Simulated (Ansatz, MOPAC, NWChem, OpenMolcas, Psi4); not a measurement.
## How methods differ on C2H4O2Si (SMILES C=C1O[SiH2]O1)

C2H4O2Si, singlet, SMILES `C=C1O[SiH2]O1`. Each level relaxes the structure for itself.

Quantity: the highest harmonic wavenumber at each level's own minimum, in cm⁻¹. The values are calculated.

```json
{"level": "AM1", "kind": "semi-empirical", "program": "MOPAC", "value (cm⁻¹)": "3238"}
{"level": "PM6", "kind": "semi-empirical", "program": "MOPAC", "value (cm⁻¹)": "3108"}
{"level": "PM6-D3", "kind": "semi-empirical", "program": "MOPAC", "value (cm⁻¹)": "3094"}
{"level": "PM7", "kind": "semi-empirical", "program": "MOPAC", "value (cm⁻¹)": "3076"}
{"level": "HF/3-21G", "kind": "Hartree–Fock", "program": "OpenMolcas", "value (cm⁻¹)": "3468"}
{"level": "HF/6-31G* (Cartesian functions)", "kind": "Hartree–Fock", "program": "OpenMolcas", "value (cm⁻¹)": "3471"}
{"level": "B3LYP-D3(BJ)/def2-SVP", "kind": "global hybrid", "program": "NWChem", "value (cm⁻¹)": "3299"}
{"level": "PBE0-D4/def2-TZVP", "kind": "global hybrid", "program": "Ansatz", "value (cm⁻¹)": "3312"}
{"level": "PBE0-D4/def2-SVP (density fitting)", "kind": "global hybrid", "program": "Psi4", "value (cm⁻¹)": "3332"}
```

Harmonic and unscaled. The values span 3076 to 3471 cm⁻¹.
